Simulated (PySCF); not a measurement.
3-methylidenefuran (C5H6O), SMILES C=C1C=COC1.

Geometry: B3LYP-D3(BJ)/def2-SVP. One conformer was computed; it need not be the lowest.

Two levels are set side by side: PBE/def2-TZVP (PySCF) and HF/def2-TZVP (PySCF). Same geometry, gas phase. Differences are taken from unrounded values.

```csv
quantity,HF
orbital gap (eV),11.13
highest occupied level (eV),-8.06
lowest empty level (eV),3.07
dipole moment (D),0.30
mean polarisability (bohr³),62.3
```

### Question
What does PBE give, and how far is it from HF? (An estimate is asked for; the answer gives what the named calculation found.)

### Answer

```tsv
quantity	PBE	PBE minus HF
orbital gap (eV)	3.37	-7.76
highest occupied level (eV)	-4.83	3.23
lowest empty level (eV)	-1.46	-4.53
dipole moment (D)	0.14	-0.15
mean polarisability (bohr³)	64.9	2.6
```

PBE's occupied levels lie high since its potential decays too fast outside the molecule; exact exchange lowers them and widens the gap. Loosely held outer electrons make PBE densities more polarisable. Differences between two approximate levels are no errors against the true value.

Rough cost on one machine, each run with all the roots and properties that it gave: HF against PBE about 1/3.
